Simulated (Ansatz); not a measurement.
`[OH][Zn][SiH3]` + H₂S → `[OH][Zn][SH]` + SiH₄ at 600 K and 1 bar (cleavage of the Zn–Si bond).

Gas-phase electronic energies from Ansatz, PBE0-D4/def2-TZVP geometries. CCSD(T)/CBS adds triple-zeta CCSD(T) − MP2 to the extrapolated MP2 energy (def2 sets, frozen cores). This one scheme is used for every species. For Zn outer-core shells are correlated without core-valence functions, which leaves a few kJ/mol of doubt a bond. Scalar relativity is left out up to krypton. One conformer a species, not always the lowest.

| species | CCSD(T)/CBS energy (Eh) | H − E (kJ/mol) | S (J/(mol·K)) |
| --- | --- | --- | --- |
| `[OH][Zn][SiH3]` | -2145.05450 | 147.4 | 409.7 |
| H₂S | -398.97279 | 60.8 | 230.9 |
| `[OH][Zn][SH]` | -2252.58768 | 98.4 | 363.6 |
| SiH₄ | -291.46306 | 108.7 | 242.3 |

H − E and S are ideal-gas, rigid-rotor, harmonic terms from PBE0-D4/def2-TZVP, for one conformer and one mirror image of each species. 1 Eh = 2625.50 kJ/mol, R = 8.31446 J/(mol·K).

Question: By hand: ΔE, ΔH, ΔS and ΔG.

Answer: ΔE = (-2252.58768) + (-291.46306) − (-2145.05450) − (-398.97279) = -0.02345 Eh = -61.6 kJ/mol. Δ(H − E) = 98.4 + 108.7 − 147.4 − 60.8 = -1.1, so ΔH = -62.7 kJ/mol. ΔS = 363.6 + 242.3 − 409.7 − 230.9 = -34.7 J/(mol·K). ΔG = -62.7 − 600 × (-34.7)/1000 = -41.9 kJ/mol.

Question: By hand: the equilibrium constant, and the temperature at which ΔG would vanish if ΔH and ΔS stayed fixed.

Answer: log₁₀ K = −ΔG/(RT ln 10) = 3.6. ΔG = 0 at ΔH/ΔS = 1807 K.

ΔH outweighs TΔS. A doubt of 5 kJ/mol in ΔE shifts log₁₀ K by 0.4 here. Other conformers and mirror images would add mixing entropy, several J/(mol·K) or more a flexible species. Modes under 60 cm⁻¹, often nearly free rotors, make the harmonic entropy too high. These are equilibria of isolated gas molecules and say nothing of rates. Largest T1 diagnostic: 0.016 (customary marks: 0.02 for closed shells, 0.045 for open ones).
